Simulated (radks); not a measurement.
Values are calculated unless marked as measured or tabulated.
Cu-, configuration [Ar] 3d10 4s2.

Level of theory: non-relativistic Kohn-Sham, LDA (Slater exchange, Perdew-Wang correlation), spin-polarised, spherical densities, point nucleus; hard spherical wall at 6 bohr (a radial shooting solver on a logarithmic mesh with Libxc functionals).

Energy parts (eV):
total: -44565.732
kinetic: 44526.266
electron-nucleus: -107028.566
Hartree: 19693.734
exchange-correlation: -1757.166

Orbitals (lengths in bohr, moments of r in powers of bohr):
orbital  occ.  eigenvalue (eV)       <r^4>      <r>
1s          2        -8719.985  0.00003603  0.05298
2s          2        -1028.983    0.007866   0.2391
2p          6        -902.1561    0.005665   0.2080
3s          2        -101.2761      0.6023   0.7232
3p          6         -61.8473      0.8172   0.7540
4s          2           3.5593       115.0    2.823
3d         10           3.6143       9.407    1.063
4p          0           8.0870       177.8    3.267
4d          0          14.6820       269.1    3.678
5s          0          17.1404       284.1    3.483

The highest occupied level is 3d at 3.614 eV. The electron density at the nucleus is 1.657e+04 e/bohr^3. Summed over all electrons, <r^2> = 39.93 bohr^2, which gives a Langevin (diamagnetic) susceptibility term of -31.6 x 10^-6 cm^3/mol.
